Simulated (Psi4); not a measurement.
Pair of molecules: CO2 (SMILES O=C=O) (first 3 atoms) with GeH4 (SMILES [GeH4]); geometry from B3LYP-D3(BJ)/def2-TZVP, rigid monomers moved along the line of their centres of mass till O3···Ge4 is 4.91 Å.
(charge 0, multiplicity 1):
```xyz
8

O      0.505    -0.831    -0.639
C     -0.453    -0.629    -0.019
O     -1.412    -0.427     0.601
Ge     0.533     0.750     4.955
H     -0.277    -0.520     5.246
H      1.398     0.526     3.703
H      1.452     1.062     6.146
H     -0.417     1.930     4.711
```

The numbers are results of SAPT0/aug-cc-pVDZ run with Psi4 1.11, not measurements.

Question: Give the four SAPT terms and the total, and say what mostly holds the pair together.

Answer: electrostatics -0.06, exchange 0.02, induction -0.01, dispersion -0.21, total -0.26 kcal/mol; the largest attraction is dispersion.
